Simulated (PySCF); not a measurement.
Calculation: B3LYP-D3(BJ)/def2-TZVP run with PySCF. Isolated molecules, 0 K electronic values unless said otherwise. B3LYP has the VWN-RPA correlation part, as in Gaussian. 

Reference species (SMILES): `C#C[SiH]=C` (neutral, multiplicity 1).

```yaml
HOMO: -6.28 eV
HOMO–LUMO gap: 4.51 eV
```

Changed species: `C(=C)=C=[SiH2]`.

Question: Give the shifts of the HOMO and HOMO–LUMO gap.

Answer: the HOMO goes up by 0.39 eV, to -5.89 eV; the HOMO–LUMO gap falls by 0.88 eV, to 3.63 eV.
